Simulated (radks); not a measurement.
Valence configurations of Tl I. Calculated with a radial shooting solver on a logarithmic mesh with Libxc functionals: Dirac Kohn-Sham, PBE, spin-unpolarised, spherical densities, point nucleus; open shells fill j = l - 1/2 first. Energies are relative to [Hg] 6p1; eigenvalues in eV.

\begin{tabular}{lrrrrrr}
valence & E (eV) & e(4f5/2) & e(4f7/2) & e(5d3/2) & e(5d5/2) & e(6p1/2) \\ \hline
[Hg] 6p1 & 0.000 & -115.67 & -111.07 & -16.251 & -14.059 & -2.839 \\
[Xe] 4f14 5d10 6s1.5 6p1.5 & 3.175 & -116.44 & -111.84 & -16.974 & -14.773 & -3.192 \\
[Xe] 4f14 5d9.5 6s2 6p1.5 & 5.940 & -118.23 & -113.63 & -18.198 & -15.946 & -3.410 \\
[Xe] 4f14 5d10 6s1 6p2 & 6.413 & -117.16 & -112.56 & -17.656 & -15.445 & -3.522 \\
[Xe] 4f14 5d9 6s2 6p2 & 12.533 & -120.78 & -116.18 & -20.104 & -17.793 & -3.954 \\
[Xe] 4f14 5d9.5 6s1 6p2.5 & 13.332 & -119.98 & -115.38 & -19.851 & -17.578 & -4.240 \\
[Xe] 4f14 5d9 6s1 6p3 & 21.043 & -122.81 & -118.21 & -22.008 & -19.673 & -4.927 \\
[Xe] 4f14 5d8 6s1 6p4 & 38.822 & -128.50 & -123.90 & -26.250 & -23.790 & -6.237 \\
[Xe] 4f13 5d9.5 6p4.5 & 144.04 & -140.45 & -135.71 & -27.604 & -25.012 & -6.467 \\
[Xe] 4f12 5d9.5 6s1 6p4.5 & 273.36 & -157.92 & -153.05 & -32.166 & -29.298 & -7.002 \\
\end{tabular}

NIST lists [Hg] 6p1 as the ground configuration; this level of theory agrees among the configurations tried. The energies are those of spherical spin-averaged densities, not of single terms.
